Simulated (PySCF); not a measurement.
PbCl, SMILES [Cl][Pb+] (connectivity only; charge and spin as stated), charge +1, multiplicity 1. Atoms are numbered in the order given.

```xyz
2

Pb     0.0000     0.0000    -0.4075
Cl     0.0000     0.0000     1.9654
```
Charge +1, spin multiplicity 1.

The structure is a stationary point at B3LYP-D3(BJ)/def2-TZVP. The multiplicity is an assumed one; other spin states were not compared. The def2 effective core potentials stand for the cores of Pb; spin–orbit coupling is left out.

The numbers are results of PBE0/def2-TZVPD in PySCF, not measurements.

Isolated molecule, no solvent.

- total energy: -652.72277 hartree
- point group: C∞v
- highest occupied level: -14.58 eV
- lowest empty level: -8.86 eV
- orbital gap: 5.72 eV
- dipole moment about the centre of nuclear charge: 3.02 D
- mean static polarisability: 41.7 bohr³ (6.18 Å³)
- polarisability, principal values: 31.3, 31.3, 62.4 bohr³
